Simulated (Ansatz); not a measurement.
Species: NbO$_{2}$, charge 0, multiplicity 2. The spin state was set by rule; other spins were not relaxed. 
Structure (B3LYP-D3(BJ)/def2-TZVP (Ansatz, an electronic-structure program) minimum search):
```
Nb
O 1 1.7132
O 1 1.7132 2 105.16
```
Charge 0, spin multiplicity 2.

Quantity: vertical electron affinity (to the singlet state of charge -1; a negative value means that the extra electron is unbound and the number depends on the basis; each state is the SCF solution reached for its spin; the UHF <S^2> is 0.85 for the doublet (pure: 0.75); for the singlet the Hartree-Fock reference is unstable and T1 is 0.036), in eV. Valence correlation only, unless marked. Open shells are spin-unrestricted. Spin-orbit coupling is left out. Frozen are the shells of the preceding noble gas and the d and f shells that filled before the atom's block. In def2 rows, elements after Kr have scalar-relativistic effective core potentials. Anions need diffuse functions: def2-D sets add few. CBS(X,Y): correlation extrapolated as X^-3; Hartree-Fock from the larger set. The bracket is a focal-point correction in the basis named.

```tsv
level	program	vertical electron affinity (eV)
HF/def2-SVPD	Ansatz	0.90
HF/def2-TZVPPD	Ansatz	0.88
SVWN5/def2-TZVPD	Ansatz	1.81
PBE/def2-TZVPD	Ansatz	1.55
B3LYP/def2-TZVPD	Ansatz	1.71
BHLYP/def2-TZVPD	Ansatz	1.61
CAM-B3LYP/def2-TZVPD	Ansatz	1.72
wB97X-V/def2-TZVPD	Ansatz	1.64
wB97X/def2-TZVPD	Ansatz	1.90
B2PLYP/def2-TZVPD	Ansatz	1.53
MP2/def2-SVPD	Ansatz	1.54
MP2/def2-TZVPPD	Ansatz	1.59
SCS-MP2/def2-SVPD	Ansatz	1.71
SCS-MP2/def2-TZVPPD	Ansatz	1.78
CCSD/def2-SVPD	Ansatz	1.72
CCSD/def2-TZVPPD	Ansatz	1.72
CCSD(T)/def2-SVPD	Ansatz	1.80
CCSD(T)/def2-TZVPPD	Ansatz	1.82
RI-MP2/CBS(def2-TZVPPD,def2-QZVPPD)+[CCSD(T)-MP2]/def2-SVPD	Ansatz	1.94
RI-MP2/CBS(def2-TZVPPD,def2-QZVPPD)+[CCSD(T)-MP2]/def2-TZVPPD	Ansatz	1.90
```
